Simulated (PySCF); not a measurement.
# SMILES FB(F)c1ccco1, C4H3BF2O

Molfile (atoms numbered from 1):
```
C4H3BF2O
     RDKit          3D

 11 11  0  0  0  0  0  0  0  0999 V2000
    2.8718   -0.6603    1.0029 F   0  0  0  0  0  0  0  0  0  0  0  0
    2.2171    0.2912    0.3587 B   0  0  0  0  0  0  0  0  0  0  0  0
    2.8763    1.3902    0.0486 F   0  0  0  0  0  0  0  0  0  0  0  0
    0.7412    0.0852   -0.0023 C   0  0  0  0  0  0  0  0  0  0  0  0
   -0.1182   -0.9632    0.2367 C   0  0  0  0  0  0  0  0  0  0  0  0
   -1.3698   -0.6078   -0.3308 C   0  0  0  0  0  0  0  0  0  0  0  0
   -1.1824    0.6343   -0.8754 C   0  0  0  0  0  0  0  0  0  0  0  0
    0.0686    1.0557   -0.6845 O   0  0  0  0  0  0  0  0  0  0  0  0
    0.1357   -1.8815    0.7631 H   0  0  0  0  0  0  0  0  0  0  0  0
   -2.2888   -1.1893   -0.3406 H   0  0  0  0  0  0  0  0  0  0  0  0
   -1.8437    1.3103   -1.4133 H   0  0  0  0  0  0  0  0  0  0  0  0
  1  2  1  0
  2  3  1  0
  2  4  1  0
  4  5  2  0
  5  6  1  0
  6  7  2  0
  7  8  1  0
  8  4  1  0
  5  9  1  0
  6 10  1  0
  7 11  1  0
M  END
```

Method: TDDFT CAM-B3LYP/aug-cc-pVDZ excited states, vertical, gas phase (PySCF). Geometry: PBE0-D3(BJ)/def2-SVP.

Task: How strongly do the lowest singlets absorb one photon, and two photons of half the energy?

Result: δ for parallel linear polarisation; σ at the peak of a Lorentzian of half width 0.1 eV, single beam; Ω is circular over linear.
| state | E (eV) | f | photon λ (nm) | δ (au) | σ (GM) | Ω | main |
| --- | --- | --- | --- | --- | --- | --- | --- |
| S1 | 5.44 | 0.312 | 456 | 136 | 1.48 | 0.93 | HOMO→LUMO 0.97 |
| S2 | 6.32 | 0.001 | 392 | 145 | 2.12 | 1.50 | HOMO→LUMO+1 0.87 |
| S3 | 6.42 | 0.024 | 386 | 126 | 1.90 | 1.03 | HOMO−1→LUMO 0.81, HOMO→LUMO+8 0.15 |
| S4 | 6.91 | 0.035 | 359 | 6.01 | 0.10 | 1.50 | HOMO→LUMO+2 0.67, HOMO→LUMO+3 0.14 |
| S5 | 7.09 | 0.001 | 350 | 32 | 0.59 | 1.50 | HOMO→LUMO+3 0.65, HOMO→LUMO+2 0.22 |
| S6 | 7.38 | 0.033 | 336 | 29.1 | 0.58 | 1.38 | HOMO→LUMO+4 0.79, HOMO→LUMO+9 0.09 |

Among these, the strongest one-photon state is S1, the strongest two-photon state S2, with a dipole change of 3.8 D (relaxed, norm of the difference vector).
